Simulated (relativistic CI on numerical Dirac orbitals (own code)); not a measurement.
## Energy levels of Ce IV

Method of calculation: Dirac-Coulomb-Breit CI, orbitals from a KLI potential per configuration, QED by a radiative potential, valence Slater integrals scaled by 0.7 (own radial code, finite nucleus).

Configurations in the expansion (outside the closed core [Xe]): 4f.

The lowest level is 4f ²F°5/2, with 100 % of that term; Hund's rules for 4f give ²F° with J = 5/2, in agreement.

```tsv
No.	Configuration	Term	J	E (eV)	%	Landé g	Lifetime (s)
1	4f	²F°	5/2	0.0000	100	0.856	
2	4f	²F°	7/2	0.2652	100	1.142	8.84e+00
```

Energies count from the lowest computed level; ° marks odd parity; lifetimes are radiative, by E1, M1, E2, M2 decay to levels of this space only.

The mean weight of the leading LS term, summed over parents, in these 2 levels is 100 %, and that of the leading jj configuration (from the same eigenvectors) 100 %.

One configuration and one scale for all Slater integrals: terms of lower spin can come out thousands of cm⁻¹ low, and their order can be wrong. 1 of the 1 excited levels that our extract of the measured tables holds in this range could be paired (the sources list more); they are missed by 114 cm⁻¹ on average and 114 at most, and levels without a partner can miss by more.
